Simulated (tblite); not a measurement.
Compound: C6H14OSi2.
Structure used (GFN2-xTB), in Å, numbered top down from 1:
```
atom  x, y, z in Å
C1    -5.603    0.639   -0.425
C2    -4.294    0.108   -0.107
C3    -3.216   -0.344    0.162
C4    -1.912   -0.873    0.474
Si5   -0.517    0.171   -0.320
Si6    1.474   -0.733    0.379
O7     2.489    0.116   -0.558
C8     3.879    0.024   -0.660
C9     4.584    0.679    0.517
H10   -5.537    1.711   -0.616
H11   -6.289    0.472    0.406
H12   -5.999    0.147   -1.313
H13   -1.790   -0.897    1.560
H14   -1.856   -1.906    0.121
H15   -0.740    1.565    0.104
H16   -0.759    0.162   -1.772
H17    1.793   -0.578    1.812
H18    1.694   -2.176    0.154
H19    4.160    0.524   -1.594
H20    4.176   -1.030   -0.730
H21    5.660    0.642    0.376
H22    4.327    0.161    1.438
H23    4.271    1.717    0.603
```

Level: GFN2-xTB in tblite, geometry and Hessian alike; calculated harmonic values, unscaled, isolated species. Errors from tens to a few hundred cm⁻¹ against measured bands are possible. Modes of hydrogen on silicon can be 10 to 20 % off. One conformer, not necessarily the lowest. The optimisation stopped once no atom felt more than 0.01 eV/Å.

Lowest wavenumbers of the output (negative numbers stand for imaginary wavenumbers):
```
mode    cm-1
  1     -29.5
  2      19.7
  3      25.5
  4      35.7
  5      46.6
  6      91.0
  7     105.0
  8     139.3
  9     194.7
 10     216.1
 11     240.0
 12     255.7
 13     298.3
 14     352.3
 15     365.8
```

**Question.** Is this structure a minimum?

**Answer.** Not by this Hessian. 1 mode is imaginary beyond 20i (30i cm⁻¹), so at this level the point lies at or near a first-order saddle. The curvature is small, so loose convergence or finite differences may be the whole cause.

**Question.** Which atoms move in the imaginary mode?

**Answer.** 30i: H11 (methyl hydrogen) 34 %, H12 (methyl hydrogen) 33 %, H10 (methyl hydrogen) 30 %. These are shares of the mass-weighted motion.

**Question.** What is the remedy?

**Answer.** Step along that mode in both directions, optimise again with tighter thresholds and repeat the frequencies. The zero-point energy of this point (110.0 kcal/mol) counts the 62 real modes alone, and thermal corrections from it aren't those of a minimum.
